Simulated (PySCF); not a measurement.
CH3AlBrF, SMILES [F][Al]([CH3])[Br].

Coordinates come from a B3LYP-D3(BJ)/def2-SVP optimisation. The structure was generated by enumeration; whether it is a known compound was not checked.

Computed with r2SCAN/def2-TZVP (PySCF).

Symmetry labels are those of the subgroup Cs that the program uses (full group Cs).

Computed valence orbital energies around the gap with their symmetry:
```tsv
orbital	symmetry	energy (eV)
HOMO−7	A'	-10.59
HOMO−6	A"	-10.53
HOMO−5	A"	-10.04
HOMO−4	A'	-10.01
HOMO−3	A'	-9.70
HOMO−2	A'	-8.13
HOMO−1	A"	-7.95
HOMO	A'	-7.65
LUMO	A"	-1.18
LUMO+1	A'	-1.04
LUMO+2	A'	1.20
LUMO+3	A'	1.48
```
